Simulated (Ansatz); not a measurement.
Stretching the Se2–H6 bond in H4SeSi (SMILES [SiH3][SeH]) (multiplicity 1 held, fragments rigid). Energies count from the point at 1.472 Å.
Geometry at that point (charge 0, multiplicity 1):
```xyz
6

Si    -1.411    -0.560     0.051
Se     0.706     0.323    -0.028
H     -1.634    -1.318     1.301
H     -2.308     0.614     0.002
H     -1.670    -1.446    -1.105
H      1.355    -0.997     0.033
```

Unrestricted levels (U-) break spin symmetry where that is lower. Active spaces are followed from a long bond inwards. Curves can end on different states.

Correlated levels freeze the cores. Filled d and f shells under p-block atoms count as core.

Run with Ansatz (a first-principles code). 

Energies in kJ/mol.

```json
[
 {"R (Å)": "1.178", "U-HF/def2-TZVPP": "144", "U-PBE/def2-TZVPP": "154", "U-SCS-MP2/def2-TZVPP": "147", "FIC-MRCISD+Q on CASSCF(4,3)/def2-TZVPP": "149"},
 {"R (Å)": "1.325", "U-HF/def2-TZVPP": "24", "U-PBE/def2-TZVPP": "31", "U-SCS-MP2/def2-TZVPP": "26", "FIC-MRCISD+Q on CASSCF(4,3)/def2-TZVPP": "28"},
 {"R (Å)": "1.472", "U-HF/def2-TZVPP": "0", "U-PBE/def2-TZVPP": "0", "U-SCS-MP2/def2-TZVPP": "0", "FIC-MRCISD+Q on CASSCF(4,3)/def2-TZVPP": "0"},
 {"R (Å)": "1.619", "U-HF/def2-TZVPP": "24", "U-PBE/def2-TZVPP": "15", "U-SCS-MP2/def2-TZVPP": "21", "FIC-MRCISD+Q on CASSCF(4,3)/def2-TZVPP": "18"},
 {"R (Å)": "1.767", "U-HF/def2-TZVPP": "71", "U-PBE/def2-TZVPP": "51", "U-SCS-MP2/def2-TZVPP": "63", "FIC-MRCISD+Q on CASSCF(4,3)/def2-TZVPP": "[?]"},
 {"R (Å)": "1.987", "U-HF/def2-TZVPP": "153", "U-PBE/def2-TZVPP": "120", "U-SCS-MP2/def2-TZVPP": "170", "FIC-MRCISD+Q on CASSCF(4,3)/def2-TZVPP": "[?]"},
 {"R (Å)": "2.208", "U-HF/def2-TZVPP": "200", "U-PBE/def2-TZVPP": "189", "U-SCS-MP2/def2-TZVPP": "261", "FIC-MRCISD+Q on CASSCF(4,3)/def2-TZVPP": "194"},
 {"R (Å)": "2.576", "U-HF/def2-TZVPP": "230", "U-PBE/def2-TZVPP": "283", "U-SCS-MP2/def2-TZVPP": "318", "FIC-MRCISD+Q on CASSCF(4,3)/def2-TZVPP": "274"},
 {"R (Å)": "2.944", "U-HF/def2-TZVPP": "240", "U-PBE/def2-TZVPP": "321", "U-SCS-MP2/def2-TZVPP": "336", "FIC-MRCISD+Q on CASSCF(4,3)/def2-TZVPP": "[?]"},
 {"R (Å)": "3.386", "U-HF/def2-TZVPP": "243", "U-PBE/def2-TZVPP": "336", "U-SCS-MP2/def2-TZVPP": "342", "FIC-MRCISD+Q on CASSCF(4,3)/def2-TZVPP": "335"},
 {"R (Å)": "3.975", "U-HF/def2-TZVPP": "244", "U-PBE/def2-TZVPP": "341", "U-SCS-MP2/def2-TZVPP": "344", "FIC-MRCISD+Q on CASSCF(4,3)/def2-TZVPP": "342"},
 {"R (Å)": "4.711", "U-HF/def2-TZVPP": "244", "U-PBE/def2-TZVPP": "343", "U-SCS-MP2/def2-TZVPP": "345", "FIC-MRCISD+Q on CASSCF(4,3)/def2-TZVPP": "344"}
]
```

Q: What belongs in the gaps?

A: 
- 1.987, FIC-MRCISD+Q on CASSCF(4,3)/def2-TZVPP: 128
- 2.944, FIC-MRCISD+Q on CASSCF(4,3)/def2-TZVPP: 315
- 1.767, FIC-MRCISD+Q on CASSCF(4,3)/def2-TZVPP: 58

Doubts at one or more of the structures used: a spin-contaminated determinant (U-HF/def2-TZVPP, U-PBE/def2-TZVPP, U-SCS-MP2/def2-TZVPP); active orbitals that take no part (FIC-MRCISD+Q on CASSCF(4,3)/def2-TZVPP).
